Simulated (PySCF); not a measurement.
Isomers of C7H11ClSi2.

All values: PBE0/pcSseg-1 (PySCF) at GFN2-xTB geometries, gas phase, one conformer each.

**Question.** Rank by HOMO–LUMO gap, highest first.
A. `[CH:1]#[C:2][Si@@:3]([C:4]#[C:5][SiH3:6])([CH2:7][CH3:8])[CH2:9][Cl:10]` with C2–Si3–C7–C8 178°, C2–Si3–C9–Cl10 -69°
B. `[CH3:1][C:2]#[C:3][C@H:4]1[SiH2:5][SiH2:6][CH2:7][CH:8]=[C:9]1[Cl:10]` with C3–C4–Si5–Si6 74°, C4–Si5–Si6–C7 1°, Si5–Si6–C7–C8 46°, Si6–C7–C8–C9 -61°
C. `[CH:1]#[C:2][SiH2:3][C@@:4]1([Cl:5])[C@@H:6]2[CH2:7][SiH2:8][C@H:9]1[CH2:10]2` with C2–Si3–C4–Cl5 -67°
D. `[CH2:1]=[CH:2][C:3]1=[CH:4][SiH2:5][CH2:6]/[C:7](=[CH:8]/[Cl:9])[SiH2:10]1` with C1–C2–C3–C4 -178°, C3–C4–Si5–C6 26°, C4–Si5–C6–C7 -56°, Si5–C6–C7–C8 -121°, C6–C7–Si10–C3 -28°
E. `[CH:1]#[C:2][SiH2:3]/[CH:4]=[CH:5]\[Si@@H:6]([Cl:7])[CH2:8][CH:9]=[CH2:10]` with C2–Si3–C4–C5 57°, C4–C5–Si6–Cl7 152°, C5–Si6–C8–C9 -176°, Si6–C8–C9–C10 -100°
F. `[CH:1]#[C:2][SiH2:3]/[CH:4]=[CH:5]/[Si@H:6]([Cl:7])[CH2:8][CH:9]=[CH2:10]` with C2–Si3–C4–C5 1°, C4–C5–Si6–Cl7 -7°, C5–Si6–C8–C9 178°, Si6–C8–C9–C10 104°

**Answer.** C (7.48 eV), A (7.01 eV), B (6.37 eV), F (6.21 eV), E (5.78 eV), D (5.50 eV).

**Question.** Rank by the highest Hirshfeld charge on any atom, highest value first.
A. `[CH3:1][C:2]#[C:3][C@H:4]1[SiH2:5][SiH2:6][CH2:7][CH:8]=[C:9]1[Cl:10]` with C3–C4–Si5–Si6 74°, C4–Si5–Si6–C7 1°, Si5–Si6–C7–C8 46°, Si6–C7–C8–C9 -61°
B. `[CH:1]#[C:2][Si@@:3]([C:4]#[C:5][SiH3:6])([CH2:7][CH3:8])[CH2:9][Cl:10]` with C2–Si3–C7–C8 178°, C2–Si3–C9–Cl10 -69°
C. `[CH2:1]=[CH:2][C:3]1=[CH:4][SiH2:5][CH2:6]/[C:7](=[CH:8]\[Cl:9])[SiH2:10]1` with C1–C2–C3–C4 -174°, C3–C4–Si5–C6 -17°, C4–Si5–C6–C7 51°, Si5–C6–C7–C8 107°, C6–C7–Si10–C3 48°
D. `[Cl:1][C:2]1=[CH:3][Si@@H:4]([CH:5]2[CH2:6][CH2:7]2)[CH:8]=[CH:9][SiH2:10]1` with C3–Si4–C5–C6 -83°
E. `[CH:1]#[C:2][Si@@H:3]([C:4]#[C:5][SiH2:6][Cl:7])[CH:8]([CH3:9])[CH3:10]` with C2–Si3–C8–C9 -57°

**Answer.** B (+0.416 e), E (+0.402 e), D (+0.362 e), C (+0.338 e), A (+0.248 e).

**Question.** Rank by LUMO energy, lowest first.
A. `[CH3:1][C:2]#[C:3][C@H:4]1[SiH2:5][SiH2:6][CH2:7][CH:8]=[C:9]1[Cl:10]` with C3–C4–Si5–Si6 74°, C4–Si5–Si6–C7 1°, Si5–Si6–C7–C8 46°, Si6–C7–C8–C9 -61°
B. `[CH2:1]=[CH:2][C:3]1=[CH:4][SiH2:5][CH2:6]/[C:7](=[CH:8]\[Cl:9])[SiH2:10]1` with C1–C2–C3–C4 -174°, C3–C4–Si5–C6 -17°, C4–Si5–C6–C7 51°, Si5–C6–C7–C8 107°, C6–C7–Si10–C3 48°
C. `[CH:1]#[C:2][SiH2:3][C@@:4]1([Cl:5])[C@@H:6]2[CH2:7][SiH2:8][C@H:9]1[CH2:10]2` with C2–Si3–C4–Cl5 -67°
D. `[CH:1]#[C:2][SiH2:3]/[CH:4]=[CH:5]\[Si@@H:6]([Cl:7])[CH2:8][CH:9]=[CH2:10]` with C2–Si3–C4–C5 57°, C4–C5–Si6–Cl7 152°, C5–Si6–C8–C9 -176°, Si6–C8–C9–C10 -100°
E. `[CH:1]#[C:2][Si@@:3]([C:4]#[C:5][SiH3:6])([CH2:7][CH3:8])[CH2:9][Cl:10]` with C2–Si3–C7–C8 178°, C2–Si3–C9–Cl10 -69°
F. `[CH:1]#[C:2][Si@@H:3]([C:4]#[C:5][SiH2:6][Cl:7])[CH:8]([CH3:9])[CH3:10]` with C2–Si3–C8–C9 -57°

**Answer.** B (-1.49 eV), D (-1.37 eV), F (-1.09 eV), E (-0.80 eV), A (-0.34 eV), C (-0.17 eV).

All values together:

```tsv
SMILES	μ (D)	HOMO (eV)	LUMO (eV)	lowest IAO charge (e)	highest IAO charge (e)	lowest Hirshfeld charge (e)	highest Hirshfeld charge (e)
CC#C[C@H]1[SiH2][SiH2]CC=C1Cl	2.35	-6.71	-0.34	-0.524 (C)	+0.461 (Si)	-0.154 (C)	+0.248 (Si)
C#C[SiH2][C@@]1(Cl)[C@@H]2C[SiH2][C@H]1C2	1.68	-7.65	-0.17	-0.534 (C)	+0.777 (Si)	-0.165 (C)	+0.342 (Si)
C=C(C)[Si@H]1C=C[SiH2]C(Cl)=C1	2.01	-7.54	-1.17	-0.428 (C)	+0.887 (Si)	-0.145 (C)	+0.358 (Si)
C#C[SiH2]/C=C/[Si@H](Cl)CC=C	1.80	-7.23	-1.03	-0.548 (C)	+0.945 (Si)	-0.157 (C)	+0.370 (Si)
C#C[Si@@](C#C[SiH3])(CC)CCl	1.92	-7.81	-0.80	-0.529 (C)	+1.073 (Si)	-0.156 (C)	+0.416 (Si)
C=CC1=C[SiH2]C/C(=C/Cl)[SiH2]1	1.75	-6.96	-1.47	-0.525 (C)	+0.762 (Si)	-0.155 (C)	+0.337 (Si)
C#C[SiH2]/C=C\[Si@@H](Cl)CC=C	1.82	-7.15	-1.37	-0.544 (C)	+0.933 (Si)	-0.161 (C)	+0.364 (Si)
C#C[Si@@H](C#C[SiH2]Cl)C(C)C	1.46	-8.00	-1.09	-0.414 (C)	+0.922 (Si)	-0.150 (C)	+0.402 (Si)
C=CC1=C[SiH2]C/C(=C\Cl)[SiH2]1	1.92	-6.99	-1.49	-0.538 (C)	+0.766 (Si)	-0.162 (C)	+0.338 (Si)
ClC1=C[Si@@H](C2CC2)C=C[SiH2]1	2.35	-7.50	-1.01	-0.427 (C)	+0.910 (Si)	-0.147 (C)	+0.362 (Si)
```

Conformers: `[CH3:1][C:2]#[C:3][C@H:4]1[SiH2:5][SiH2:6][CH2:7][CH:8]=[C:9]1[Cl:10]` with C3–C4–Si5–Si6 74°, C4–Si5–Si6–C7 1°, Si5–Si6–C7–C8 46°, Si6–C7–C8–C9 -61°; `[CH:1]#[C:2][SiH2:3][C@@:4]1([Cl:5])[C@@H:6]2[CH2:7][SiH2:8][C@H:9]1[CH2:10]2` with C2–Si3–C4–Cl5 -67°; `[CH2:1]=[C:2]([CH3:3])[Si@H:4]1[CH:5]=[CH:6][SiH2:7][C:8]([Cl:9])=[CH:10]1` with C1–C2–Si4–C5 119°, C2–Si4–C5–C6 99°, C5–C6–Si7–C8 15°, C6–Si7–C8–Cl9 165°, C2–Si4–C10–C8 -99°; `[CH:1]#[C:2][SiH2:3]/[CH:4]=[CH:5]/[Si@H:6]([Cl:7])[CH2:8][CH:9]=[CH2:10]` with C2–Si3–C4–C5 1°, C4–C5–Si6–Cl7 -7°, C5–Si6–C8–C9 178°, Si6–C8–C9–C10 104°; `[CH:1]#[C:2][Si@@:3]([C:4]#[C:5][SiH3:6])([CH2:7][CH3:8])[CH2:9][Cl:10]` with C2–Si3–C7–C8 178°, C2–Si3–C9–Cl10 -69°; `[CH2:1]=[CH:2][C:3]1=[CH:4][SiH2:5][CH2:6]/[C:7](=[CH:8]/[Cl:9])[SiH2:10]1` with C1–C2–C3–C4 -178°, C3–C4–Si5–C6 26°, C4–Si5–C6–C7 -56°, Si5–C6–C7–C8 -121°, C6–C7–Si10–C3 -28°; `[CH:1]#[C:2][SiH2:3]/[CH:4]=[CH:5]\[Si@@H:6]([Cl:7])[CH2:8][CH:9]=[CH2:10]` with C2–Si3–C4–C5 57°, C4–C5–Si6–Cl7 152°, C5–Si6–C8–C9 -176°, Si6–C8–C9–C10 -100°; `[CH:1]#[C:2][Si@@H:3]([C:4]#[C:5][SiH2:6][Cl:7])[CH:8]([CH3:9])[CH3:10]` with C2–Si3–C8–C9 -57°; `[CH2:1]=[CH:2][C:3]1=[CH:4][SiH2:5][CH2:6]/[C:7](=[CH:8]\[Cl:9])[SiH2:10]1` with C1–C2–C3–C4 -174°, C3–C4–Si5–C6 -17°, C4–Si5–C6–C7 51°, Si5–C6–C7–C8 107°, C6–C7–Si10–C3 48°; `[Cl:1][C:2]1=[CH:3][Si@@H:4]([CH:5]2[CH2:6][CH2:7]2)[CH:8]=[CH:9][SiH2:10]1` with C3–Si4–C5–C6 -83°.
